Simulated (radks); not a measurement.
Q: Valence configurations of Al (all share [Ne]). Calculated with a radial shooting solver on a logarithmic mesh with Libxc functionals: Dirac Kohn-Sham, PBE, spin-unpolarised, spherical densities, finite nucleus; open shells are shared between the two j in proportion to 2j + 1; Fermi nuclear charge, rms radius 3.061 fm. Order these by energy: 3s1 3p2; 3p3; 3s1.5 3p1.5; 3s0.5 3p2.5; 3s2 3p1.

A: From the lowest, in eV above it: 3s2 3p1 0.000; 3s1.5 3p1.5 2.546; 3s1 3p2 5.139; 3s0.5 3p2.5 7.775; 3p3 10.451. NIST lists [Ne] 3s2 3p1 as the ground configuration; this level of theory agrees among the configurations tried. The energies are those of spherical spin-averaged densities, not of single terms.
